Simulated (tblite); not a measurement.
Species: C8H13ClO.
SMILES with atom numbers: `[CH3:1][CH2:2][C@@H:3]1[CH2:4][CH2:5][C@:6]1([CH3:7])[C:8](=[O:9])[Cl:10]` (hydrogens: H11, H12, H13 on C1; H14, H15 on C2; H16 on C3; H17, H18 on C4; H19, H20 on C5; H21, H22, H23 on C7)

Structure optimised with GFN2-xTB, isolated species.

Question: What internal coordinates does the optimisation give?

Answer: 
```
                  bond  length (Å)   order
                 C1–C2       1.525  single
                 C2–C3       1.521  single
                 C3–C4       1.537  single
                 C4–C5       1.533  single
                 C5–C6       1.545  single
                 C6–C7       1.525  single
                 C6–C8       1.493  single
                 C8=O9       1.186  double
               C8–Cl10       1.777  single
                 C3–C6       1.568  single
C1–H11, C1–H12, C1–H13       1.087  single
                C2–H14       1.094  single
                C2–H15       1.091  single
                C3–H16       1.093  single
                C4–H17       1.087  single
                C4–H18       1.088  single
                C5–H19       1.087  single
                C5–H20       1.086  single
C7–H21, C7–H22, C7–H23       1.087  single
```

Bonds in one row agree within 0.01 Å and their mean is given. Orders are formal, as drawn. A selection of angles:
```
     angle  degrees
  C1–C2–C3    112.3
  C2–C3–C4    117.8
  C2–C3–C6    120.3
  C4–C3–C6     89.5
  C3–C4–C5     89.6
  C4–C5–C6     90.5
  C5–C6–C7    115.9
  C5–C6–C8    115.8
  C7–C6–C8    108.4
  C3–C6–C5     88.0
  C3–C6–C7    115.0
  C3–C6–C8    112.9
  C6–C8–O9    127.4
C6–C8–Cl10    114.7
O9–C8–Cl10    118.0
```

Torsions: C1–C2–C3–C4 178° (antiperiplanar); C2–C3–C4–C5 -136° (anticlinal); C3–C4–C5–C6 12° (synperiplanar); C4–C5–C6–C7 -129° (anticlinal); C5–C6–C8–O9 154° (antiperiplanar); C2–C3–C6–C5 134° (anticlinal).

The C–C distances run from 1.493 Å (C6–C8, drawn single) to 1.568 Å (C3–C6, drawn single), a spread of 0.075 Å. Of the pairs four or more bonds apart, Cl10···H20 is among the closest relative to their van der Waals radii: 2.62 Å, 89 % of the sum of Bondi's values. The 4-membered ring C3–C4–C5–C6 has internal angles of 88.0° to 90.5°; it is puckered, 0.08 Å rms from its mean plane, widest ring torsion 12°.

Point group: C1 (no symmetry element, even within 0.4 Å). Its GFN2-xTB frequencies are all real (lowest 38 cm⁻¹). The numbers are those of one conformer.

All values are computed, not measured.
